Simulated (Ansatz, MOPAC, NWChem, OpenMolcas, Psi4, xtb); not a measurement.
How methods differ on CH4ClFOSi (SMILES C[Si](O)(F)Cl)

The runs start from one conformer, not always the lowest.

CH4ClFOSi, singlet, SMILES `C[Si](O)(F)Cl`. Each level relaxes the structure for itself.

Quantity: the highest harmonic wavenumber at each level's own minimum, in cm⁻¹. The values are calculated.

```json
{"level": "MNDO", "kind": "semi-empirical", "program": "MOPAC", "value (cm⁻¹)": "4130"}
{"level": "PM3", "kind": "semi-empirical", "program": "MOPAC", "value (cm⁻¹)": "3935"}
{"level": "MNDOD", "kind": "semi-empirical", "program": "MOPAC", "value (cm⁻¹)": "3999"}
{"level": "GFN1-xTB", "kind": "semi-empirical", "program": "xtb", "value (cm⁻¹)": "3842"}
{"level": "HF/3-21G", "kind": "Hartree–Fock", "program": "OpenMolcas", "value (cm⁻¹)": "4013"}
{"level": "HF/6-31G* (Cartesian functions)", "kind": "Hartree–Fock", "program": "OpenMolcas", "value (cm⁻¹)": "4134"}
{"level": "B3LYP-D3(BJ)/6-31G* (spherical functions)", "kind": "global hybrid", "program": "NWChem", "value (cm⁻¹)": "3801"}
{"level": "B3LYP/def2-SVP", "kind": "global hybrid", "program": "NWChem", "value (cm⁻¹)": "3874"}
{"level": "PBE0-D4/def2-TZVP", "kind": "global hybrid", "program": "Ansatz", "value (cm⁻¹)": "3924"}
{"level": "wB97X-D/def2-SVP (density fitting)", "kind": "range-separated hybrid", "program": "Psi4", "value (cm⁻¹)": "3965"}
```

Harmonic and unscaled. The values span 3801 to 4134 cm⁻¹.
